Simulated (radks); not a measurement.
Values are calculated unless marked as measured or tabulated.
Effect of the nuclear size on the calcium ion Ca+, [Ar] 4s1. Level of theory: Dirac Kohn-Sham, BLYP, spin-unpolarised, spherical densities, finite nucleus; Fermi nuclear charge, rms radius 3.4776 fm (a radial shooting solver on a logarithmic mesh with Libxc functionals). The rms radius is varied about that value; shifts are against it.

rms radius (fm),total energy shift (eV),density at nucleus (e/bohr^3),1s1/2 shift (meV),2s1/2 shift (meV),2p1/2 shift (meV)
2.9629,-0.00829,6192,-3.50,-0.276,0.043
3.2446,-0.00391,6177,-1.65,-0.130,0.020
3.4776,0,6166,0.000,0.000,0.000
3.7662,0.00521,6154,2.20,0.174,-0.027
4.1001,0.0117,6140,4.95,0.392,-0.061

Slopes of the eigenvalues against <r^2> in GHz/fm^2, as finite differences over the two radii next to the reference (eigenvalue slopes, not the field-shift constants of lines): 1s1/2 254, 2s1/2 20.1, 2p1/2 -3.12.
